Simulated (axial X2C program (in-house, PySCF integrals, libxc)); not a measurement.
# Worked dissociation energy of NbH: CCSD, scalar-relativistic

Computed with an axial X2C code built on PySCF integrals. Spin-free means the one-electron spin-free X2C Hamiltonian. Basis: Nb dyall-cv3z [11s12p9d5f3g], H dyall-v3z [6s2p1d] (cores contracted in-house); Gaussian nuclei, density fitting, unrestricted open shells. Masses: Nb 92.906 u, H 1.008 u.

Molecular state: M_S = 2, Λ = 2 (beyond evenly filled blocks: σα, π+α, π-α, δ+α).

Correlated methods: 14 electrons correlated (number of frozen shells: Nb 3 s, 2 p, 1 d; H none), 226 virtual spin orbitals or spinors in MP2, 90 natural virtuals in coupled cluster.

- E(Nb) (2M_S = 5, M_L = 0): -3817.623627 hartree
- E(H) (2M_S = 1, M_L = 0): -0.500004 hartree
- E(NbH) at Re: -3818.223415 hartree
- ωe: 1708.2 cm⁻¹
- ωexe: 23.7 cm⁻¹

Q: Work out De and D0.

A: De = -3817.623627 + (-0.500004) − (-3818.223415) = 0.09978 hartree = 2.715 eV. The zero-point energy is ωe/2 − ωexe/4 = 848 cm⁻¹ = 0.105 eV, so D0 = 2.610 eV.

The state is a single determinant with fixed occupations, the lowest that a limited PBE0 search found. Dissociation energies refer to the lowest single-determinant-based atoms at the same level and basis. CCSD ran in a truncated set of natural virtual spinors with an MP2 remainder; without triples it tends to underbind. PBE0 can misorder states that lie within some tenths of an eV, so this need not be the ground state of the molecule. The nearest other spin-free determinant of the search, M_S = 2, Λ = 1, lies 0.007 eV up at the distance of the search. With spin–orbit coupling the lowest determinant has another configuration, so this spin-free state is a model.

Each atomic determinant is the lowest at this level and need not be a pure term. Totals compare only within one Hamiltonian and basis.
